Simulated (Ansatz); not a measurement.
Geometry optimisation, RKS PBE-D4/def2-SVP in Ansatz 0.2.0.

Input:

```yaml
crystal:
  periodic: [false, false, false]
  atoms:
    - { symbol: Hf, position_ang: [0.0, 0.0, 0.0] }
    - { symbol: Cl, position_ang: [0.0, 0.0, 2.52] }
    - { symbol: "N", position_ang: [2.084, 0.0, -0.7359] }
    - { symbol: H, position_ang: [2.5823, -0.918, -0.9166] }
    - { symbol: H, position_ang: [2.5853, 0.918, -0.9082] }
    - { symbol: "N", position_ang: [-1.0409, 1.8034, -0.7359] }
    - { symbol: H, position_ang: [-2.061, 1.7482, -1.0186] }
    - { symbol: H, position_ang: [-0.5204, 2.7241, -0.8065] }
    - { symbol: F, position_ang: [-0.9326, -1.6157, -0.6593] }
basis:
  gaussian: { orbitals: def2-SVP }
hamiltonian:
  xc: pbe
  dispersion: d4
relax:
  f_tol: 0.02
  max_steps: 40
```

Run as:

```bash
$ ansatz run input.yaml --threads 4 --pin off --max-ram 5120MiB --backend cpu --events-out ev --progress --plain --runs-dir out
```

Q: Where does it end, and by what steps?

A: The forces met the threshold. After 14 steps the energy has fallen by 1.014 eV; H7 moved furthest, 0.66 Å.

```
step  energy less start (eV)  largest force component (eV/Å)  accepted
   0                  0.0000                           2.310       yes
   1                 -0.8831                           1.144       yes
   2                 -0.9677                           0.248       yes
   3                 -0.9610                           0.773        no
   4                 -0.9746                           0.123       yes
   5                 -0.9802                           0.075       yes
   6                 -0.9921                           0.124       yes
   7                 -0.9689                           0.857        no
   8                 -1.0011                           0.062       yes
   9                 -1.0071                           0.214       yes
  10                 -1.0116                           0.062       yes
  11                 -1.0133                           0.030       yes
  12                 -1.0133                           0.029       yes
  13                 -1.0136                           0.026       yes
  14                 -1.0139                           0.017       yes
```

```xyz
9
Properties=species:S:1:pos:R:3
Hf -0.009 0.011 0.022
Cl 0.131 0.065 2.407
N 1.875 0.027 -0.734
H 2.544 -0.747 -0.633
H 2.324 0.768 -1.283
N -0.884 1.697 -0.682
H -1.564 1.757 -1.450
H -0.797 2.630 -0.259
F -0.924 -1.547 -0.650
```

Whether the end is a true minimum wasn't checked by a vibrational analysis.

Run time: 24 s on 4 threads of Arm Neoverse V1, on a shared host, peak memory 0.17 GiB.
